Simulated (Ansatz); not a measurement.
Total energies of Cl2FH3Si2 (`F[Si]([SiH3])(Cl)Cl`).

Z-matrix (Å, degrees):
```
Si
Si 1 2.331
Cl 1 2.038 2 111.2
F 1 1.589 2 111.2 3 -119.3
Cl 1 2.038 2 111.2 3 121.5
H 2 1.484 1 109.0 3 179.7
H 2 1.484 1 109.0 3 59.2
H 2 1.484 1 107.8 3 -60.6
```

Total charge 0; spin multiplicity 1. The geometry is a stationary point of PBE0-D4/def2-TZVP. Basis def2-TZVPP, Ansatz.

RPA on PBE orbitals: Hartree–Fock energy of these orbitals -1598.24956 Eh, correlation -1.43515 Eh (frozen core).

| functional | energy without D4 (Eh) | D4 term (kJ/mol) |
| --- | --- | --- |
| LDA (SPW92) | -1595.35490 | – |
| PBE | -1600.52120 | -25.5 |
| revPBE | -1600.96486 | -64.1 |
| BLYP | -1601.26939 | -54.5 |
| r2SCAN | -1601.14536 | -5.9 |
| B97M-V | -1600.87730 | – |
| PBE0 | -1600.65441 | -21.9 |
| B3LYP | -1601.36608 | -41.9 |
| r2SCANh | -1601.13412 | -6.5 |
| r2SCAN0 | -1601.11850 | -7.3 |
| HSE06 (plane-wave form) | -1600.62181 | -20.8 |
| BHLYP | -1601.26281 | -36.3 |
| CAM-B3LYP | -1601.31394 | -22.9 |
| LC-ωPBE | -1600.80933 | – |
| ωB97X-V | -1601.03649 | – |
| ωB97M-V | -1601.18477 | – |
| B2PLYP | -1600.74365 | – |
| PBE-QIDH | -1600.30945 | – |

B3LYP takes the VWN-RPA correlation (the form of Gaussian; ORCA's B3LYP/G). HSE06 is the plane-wave form, built on full-range PBE exchange. The double hybrids freeze the cores in their second-order part.

LC-ωPBE has ω = 0.4 bohr⁻¹.
